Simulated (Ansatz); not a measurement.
`C[NH][GeH2][Cl]` + CH₄ → `C[NH][GeH2][CH3]` + HCl at 500 K and 1 bar (formal exchange of groups at a Ge–Cl bond).

Gas-phase electronic energies from Ansatz, PBE0-D4/def2-TZVP geometries. CBS: MP2 limit from def2 TZ/QZ plus the TZ coupled-cluster correction, frozen cores. This one scheme is used for every species. For Ge outer-core shells are correlated without core-valence functions, which leaves a few kJ/mol of doubt a bond. Scalar relativity is left out up to krypton. Each species was taken in one conformer, which may not be the lowest.

```csv
species,CCSD(T)/CBS energy (Eh),H − E (kJ/mol),S (J/(mol·K))
`C[NH][GeH2][Cl]`,-2632.29815,231.6,401.5
CH₄,-40.46206,135.6,206.8
`C[NH][GeH2][CH3]`,-2212.33836,328.5,420.1
HCl,-460.38127,32.5,201.9
```

H − E and S are ideal-gas, rigid-rotor, harmonic terms from PBE0-D4/def2-TZVP, for one conformer and one mirror image of each species. 1 Eh = 2625.50 kJ/mol, R = 8.31446 J/(mol·K).

**Question.** By hand: ΔE, ΔH, ΔS and ΔG.

**Answer.** ΔE = (-2212.33836) + (-460.38127) − (-2632.29815) − (-40.46206) = 0.04058 Eh = 106.5 kJ/mol. Δ(H − E) = 328.5 + 32.5 − 231.6 − 135.6 = -6.2, so ΔH = 100.3 kJ/mol. ΔS = 420.1 + 201.9 − 401.5 − 206.8 = 13.7 J/(mol·K). ΔG = 100.3 − 500 × (13.7)/1000 = 93.5 kJ/mol.

**Question.** By hand: the equilibrium constant, and the temperature at which ΔG would vanish if ΔH and ΔS stayed fixed.

**Answer.** log₁₀ K = −ΔG/(RT ln 10) = -9.8. ΔG = 0 at ΔH/ΔS = 7321 K, far beyond where these terms or the molecules hold.

The number of gas molecules stays the same, so ΔS is small and ΔH decides. A doubt of 5 kJ/mol in ΔE shifts log₁₀ K by 0.5 here. Other conformers and mirror images would add mixing entropy, several J/(mol·K) or more a flexible species. These are equilibria of isolated gas molecules and say nothing of rates. Largest T1 diagnostic: 0.010 (customary marks: 0.02 for closed shells, 0.045 for open ones).
